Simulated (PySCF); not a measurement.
# Basis-set dependence of population analyses: `CC#CC(C)(F)F`

C₅H₆F₂.
SMILES with atom numbers: `[CH3:1][C:2]#[C:3][C:4]([CH3:5])([F:6])[F:7]` (hydrogens: H8, H9, H10 on C1; H11, H12, H13 on C5)

PBE0 throughout (PySCF), one geometry, spherical d and f functions. Isolated species at its PBE0-D3(BJ)/def2-SVP geometry, gas phase. Atoms taken as equivalent share a column and are averaged. The first 7 of 8 kinds of atom are listed.

Mulliken charges (e):

| basis | functions | C1 | C2 | C3 | C4 | C5 | F6/F7 | H8/H9/H10 |
| --- | --- | --- | --- | --- | --- | --- | --- | --- |
| STO-3G | 41 | -0.251 | -0.033 | -0.086 | +0.228 | -0.255 | -0.108 | +0.108 |
| 6-31G | 75 | -0.507 | -0.105 | -0.051 | +0.555 | -0.512 | -0.308 | +0.214 |
| pcSseg-0 | 75 | -0.595 | -0.178 | -0.127 | +0.640 | -0.638 | -0.347 | +0.274 |
| 6-31G* | 110 | -0.649 | -0.024 | -0.020 | +0.686 | -0.594 | -0.331 | +0.220 |
| cc-pVDZ | 128 | -0.023 | -0.212 | +0.085 | +0.142 | -0.054 | -0.196 | +0.088 |
| def2-SVP | 128 | +0.002 | -0.223 | -0.083 | +0.367 | -0.064 | -0.219 | +0.080 |
| aug-cc-pVDZ | 215 | +0.274 | -0.355 | -0.133 | +1.158 | +0.152 | -0.546 | +0.042 |
| 6-311+G(2d,p) | 225 | -0.758 | +0.421 | -0.606 | +0.847 | -0.456 | -0.257 | +0.180 |
| def2-TZVP | 253 | -0.454 | +0.103 | -0.114 | +0.287 | -0.368 | -0.180 | +0.164 |
| cc-pVTZ | 294 | -0.321 | -0.037 | -0.039 | +0.355 | -0.291 | -0.187 | +0.127 |
| IGLO-III | 305 | -0.335 | -0.057 | +0.004 | +0.295 | -0.370 | -0.202 | +0.144 |

IAO charges (e):

```csv
basis,functions,C1,C2,C3,C4,C5,F6/F7,H8/H9/H10
STO-3G,41,-0.416,-0.014,-0.094,+0.298,-0.428,-0.132,+0.158
6-31G,75,-0.452,+0.010,-0.113,+0.525,-0.459,-0.283,+0.181
pcSseg-0,75,-0.444,+0.006,-0.112,+0.516,-0.457,-0.276,+0.179
6-31G*,110,-0.432,+0.001,-0.115,+0.575,-0.442,-0.294,+0.173
cc-pVDZ,128,-0.433,0.000,-0.117,+0.574,-0.442,-0.294,+0.174
def2-SVP,128,-0.425,+0.004,-0.113,+0.570,-0.432,-0.296,+0.171
aug-cc-pVDZ,215,-0.441,+0.003,-0.116,+0.579,-0.449,-0.305,+0.178
"6-311+G(2d,p)",225,-0.444,+0.003,-0.116,+0.577,-0.450,-0.305,+0.179
def2-TZVP,253,-0.443,+0.002,-0.117,+0.585,-0.452,-0.306,+0.179
cc-pVTZ,294,-0.444,+0.001,-0.117,+0.584,-0.453,-0.304,+0.179
IGLO-III,305,-0.445,+0.002,-0.116,+0.580,-0.452,-0.305,+0.180
```

Which scheme is steadiest as the basis changes?

Largest range over the bases for any column: IAO 0.29 e, Mulliken 1.03 e. IAO charges move least and Mulliken charges most, counted in e. Without the minimal STO-3G basis the ranges are IAO 0.07, Mulliken 1.03 e.

How much do the charges still move between the two largest bases, cc-pVTZ and IGLO-III?

At most, over all atoms: Mulliken 0.079 e, IAO 0.004 e.

What do the same runs give for the total energy, the frontier levels and the dipole moment?

```tsv
basis	energy (Eh)	HOMO (eV)	LUMO (eV)	μ (D)
STO-3G	-388.1216	-5.40	4.42	1.55
6-31G	-393.2477	-7.92	0.84	3.29
pcSseg-0	-392.4531	-8.26	0.55	3.26
6-31G*	-393.3338	-7.68	0.94	2.73
cc-pVDZ	-393.3634	-7.83	0.77	2.83
def2-SVP	-393.0510	-7.94	0.68	2.92
aug-cc-pVDZ	-393.3922	-7.99	-0.19	3.03
6-311+G(2d,p)	-393.4661	-8.02	0.20	3.08
def2-TZVP	-393.5033	-7.98	0.51	2.97
cc-pVTZ	-393.4870	-7.95	0.57	2.91
IGLO-III	-393.5102	-8.00	0.46	3.03
```

The dipole is fixed by the density alone, so its range of 1.74 D shows that the density itself changes with the basis, not only its division among atoms.
